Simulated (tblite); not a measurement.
C₃H₁₁N₃OSi₃.
Numbering: `[CH2:1]=[CH:2][Si@@H:3]1[NH:4][SiH2:5][NH:6][SiH2:7][N:8]1[CH:9]=[O:10]` (hydrogens: H11, H12 on C1; H13 on C2; H14 on Si3; H15 on N4; H16, H17 on Si5; H18 on N6; H19, H20 on Si7; H21 on C9)

The geometry is computed with GFN2-xTB (gas phase).

(1) Give the optimised bond lengths and angles.

Answers

(1) 
```tsv
bond	length (Å)
C1=C2	1.323
C2–Si3	1.881
Si3–N4	1.722
N4–Si5	1.735
Si5–N6	1.724
N6–Si7	1.734
Si7–N8	1.765
N8–C9	1.330
C9=O10	1.213
Si3–N8	1.746
C1–H11	1.078
C1–H12	1.080
C2–H13	1.085
Si3–H14	1.472
N4–H15	1.006
Si5–H16	1.469
Si5–H17	1.470
N6–H18	1.005
Si7–H19	1.458
Si7–H20	1.461
C9–H21	1.101
```

A selection of angles:
```tsv
angle	degrees
C1–C2–Si3	124.4
C2–Si3–N4	109.0
C2–Si3–N8	107.9
N4–Si3–N8	106.0
Si3–N4–Si5	127.3
N4–Si5–N6	106.1
Si5–N6–Si7	131.2
N6–Si7–N8	104.3
Si7–N8–C9	107.4
Si3–N8–Si7	129.0
Si3–N8–C9	123.6
N8–C9–O10	121.7
H15–N4–Si3	116.0
H15–N4–Si5	115.1
H18–N6–Si5	114.2
H18–N6–Si7	113.0
```

Dihedral angles: C1–C2–Si3–N4 -117° (anticlinal); C2–Si3–N4–Si5 -156° (antiperiplanar); Si3–N4–Si5–N6 19° (synperiplanar); N4–Si5–N6–Si7 23° (synperiplanar); Si5–N6–Si7–N8 -32° (synclinal); N6–Si7–N8–C9 -176° (antiperiplanar); Si7–N8–C9–O10 0° (synperiplanar); C2–Si3–N8–Si7 144° (anticlinal).

N8 (amide nitrogen) is planar (angles 129.0°, 123.6° and 107.4°, sum 360.0°, 0.01 Å off the plane of its three neighbours). The N–Si distances run from 1.722 Å (Si3–N4, drawn single) to 1.765 Å (Si7–N8, drawn single), a spread of 0.043 Å. N6 (nitrogen bridging silicon atoms) is almost planar (angles 131.2°, 114.2° and 113.0°, sum 358.3°, 0.11 Å off the plane of its three neighbours). Si7 (SiH2 silicon) is distorted tetrahedral (angles from 104.3° to 117.1°). The 6-membered ring Si3–N4–Si5–N6–Si7–N8 has internal angles of 104.3° to 131.2°; it is puckered, 0.19 Å rms from its mean plane, widest ring torsion 40°. Of the pairs four or more bonds apart, C2···H21 is among the closest relative to their van der Waals radii: 2.79 Å, 96 % of the sum of Bondi's values. Si3 (SiH silicon) is distorted tetrahedral (angles from 106.0° to 113.8°).

Point group: C1 (no symmetry element, even within 0.4 Å). Its GFN2-xTB frequencies are all real (lowest 32 cm⁻¹). One conformer, not necessarily the lowest. 3 starts were optimised and ended at 0.00, 0.44 and 0.93 kcal/mol (GFN2-xTB); the lowest of these is shown.
